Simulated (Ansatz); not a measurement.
`[F][Ti]([Cl])([Cl])[Cl]` + H₂S → `[SH][Ti]([Cl])([Cl])[Cl]` + H–F at 500 K and 1 bar (ligand exchange at a Ti–F bond).

Gas-phase electronic energies from Ansatz, PBE0-D4/def2-TZVP geometries. CCSD(T)/CBS adds triple-zeta CCSD(T) − MP2 to the extrapolated MP2 energy (def2 sets, frozen cores). This one scheme is used for every species. For Ti outer-core shells are correlated without core-valence functions, which leaves a few kJ/mol of doubt a bond. Scalar relativity is left out up to krypton. Each species was taken in one conformer, which may not be the lowest.

```
                   species  CCSD(T)/CBS energy (Eh)  H − E (kJ/mol)  S (J/(mol·K))
 `[F][Ti]([Cl])([Cl])[Cl]`              -2328.31134            58.0          403.1
                       H₂S               -398.97279            57.0          224.0
`[SH][Ti]([Cl])([Cl])[Cl]`              -2626.86635            81.8          449.4
                       H–F               -100.39570            39.4          188.7
```

H − E and S are ideal-gas, rigid-rotor, harmonic terms from PBE0-D4/def2-TZVP, for one conformer and one mirror image of each species. 1 Eh = 2625.50 kJ/mol, R = 8.31446 J/(mol·K).

Question: By hand: ΔE, ΔH, ΔS and ΔG.

Answer: ΔE = (-2626.86635) + (-100.39570) − (-2328.31134) − (-398.97279) = 0.02208 Eh = 58.0 kJ/mol. Δ(H − E) = 81.8 + 39.4 − 58.0 − 57.0 = 6.2, so ΔH = 64.2 kJ/mol. ΔS = 449.4 + 188.7 − 403.1 − 224.0 = 11.0 J/(mol·K). ΔG = 64.2 − 500 × (11.0)/1000 = 58.7 kJ/mol.

Question: By hand: the equilibrium constant, and the temperature at which ΔG would vanish if ΔH and ΔS stayed fixed.

Answer: log₁₀ K = −ΔG/(RT ln 10) = -6.1. ΔG = 0 at ΔH/ΔS = 5836 K, far beyond where these terms or the molecules hold.

The number of gas molecules stays the same, so ΔS is small and ΔH decides. A doubt of 5 kJ/mol in ΔE shifts log₁₀ K by 0.5 here. Other conformers and mirror images would add mixing entropy, several J/(mol·K) or more a flexible species. These are equilibria of isolated gas molecules and say nothing of rates. Largest T1 diagnostic: 0.026 (customary marks: 0.02 for closed shells, 0.045 for open ones).
